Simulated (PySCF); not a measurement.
Ga(Cl)2(NH3) (Cl₂GaH₃N), SMILES [NH3]->[Ga]([Cl])[Cl] (connectivity only; charge and spin as stated), neutral, multiplicity 2. Atoms are numbered in the order given.

```xyz
7

Ga     0.5869    -0.0571     0.0000
Cl    -0.3882     0.6478    -1.8571
Cl    -0.3882     0.6478     1.8571
N     -0.4375    -1.9407     0.0000
H     -1.0330    -1.9411    -0.8308
H     -1.0330    -1.9411     0.8308
H      0.1308    -2.7873     0.0000
```
Charge 0, spin multiplicity 2.

Geometry: PBE0-D3(BJ)/def2-SVP. The spin state was assumed, not searched. The isomer is the one that the SMILES or the coordinates give; other isomers of the formula were not compared.

All values below come from B3LYP/def2-TZVP (PySCF).

Atomic charges (e):

```json
[
 {"atom": "Ga1", "Mulliken": "…", "Löwdin": "-0.51", "Mulliken spin": "0.75"},
 {"atom": "Cl2", "Mulliken": "…", "Löwdin": "0.07", "Mulliken spin": "0.11"},
 {"atom": "Cl3", "Mulliken": "…", "Löwdin": "0.07", "Mulliken spin": "0.11"},
 {"atom": "N4", "Mulliken": "…", "Löwdin": "-0.13", "Mulliken spin": "0.02"},
 {"atom": "H5", "Mulliken": "…", "Löwdin": "0.17", "Mulliken spin": "0.01"},
 {"atom": "H6", "Mulliken": "…", "Löwdin": "0.17", "Mulliken spin": "0.01"},
 {"atom": "H7", "Mulliken": "…", "Löwdin": "0.17", "Mulliken spin": "0.00"}
]
```

Question: Fill in the missing entries. (An estimate is asked for; the answer gives what the named calculation found.)

Answer: 
- Ga1, Mulliken: 0.40
- Cl2, Mulliken: -0.34
- Cl3, Mulliken: -0.34
- N4, Mulliken: -0.53
- H5, Mulliken: 0.27
- H6, Mulliken: 0.27
- H7, Mulliken: 0.27
